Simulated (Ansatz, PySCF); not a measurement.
Breaking the Cd1–H2 bond in CdFH (SMILES [F][CdH]) (multiplicity 1 held, fragments rigid). Energies count from the point at 1.635 Å.
Geometry at that point (charge 0, multiplicity 1):
```xyz
3

Cd     0.0000     0.0000    -0.2748
H      0.0000     0.0000    -1.9099
F      0.0000     0.0000     1.6778
```

R- and RO- levels are restricted; in cc, def2 and unpolarised 6-31G sets they are followed outwards from rest. Unrestricted levels (U-) break spin symmetry where that is lower. Active spaces are followed from a long bond inwards. Curves can end on different states.

Cores are frozen in the correlated methods. Rows in 3-21G, LANL2DZ carry no dispersion term and start afresh at each structure; the Pople sets are all-electron and without relativity. LANL2DZ brings its own core potentials from Na on.

Codes used: Ansatz (Gaussian basis) for Hartree–Fock, density functionals and correlated methods; PySCF for 3-21G rows, LANL2DZ rows. Values without a source in brackets are computed. In def2 rows elements past Kr take small-core potentials, without spin–orbit coupling.

```tsv
level	energy at R = 5.232 Å (kJ/mol)
R-HF/3-21G	571.9
U-HF/LANL2DZ	206.6
R-r2SCAN/def2-TZVPP	459.6
U-B3LYP/def2-TZVPP	312.5
R-wB97X-V/def2-TZVPP	588.7
U-MP2/def2-TZVPP	298.2
CASSCF(2,2)/def2-TZVPP	…
FIC-MRCISD on CASSCF(2,2)/def2-TZVPP	296.8
FIC-MRCISD+Q on CASSCF(2,2)/def2-TZVPP	307.4
```

Problem. What belongs in the gaps?

Solution. 
- CASSCF(2,2)/def2-TZVPP, energy at R = 5.232 Å (kJ/mol): 256.8

Doubts at one or more of the structures used: a restricted determinant that unrestricted orbitals would lower (R-HF/3-21G, R-r2SCAN/def2-TZVPP, R-wB97X-V/def2-TZVPP); a spin-contaminated determinant (U-HF/LANL2DZ, U-B3LYP/def2-TZVPP, U-MP2/def2-TZVPP).

Ansatz is an electronic-structure program.
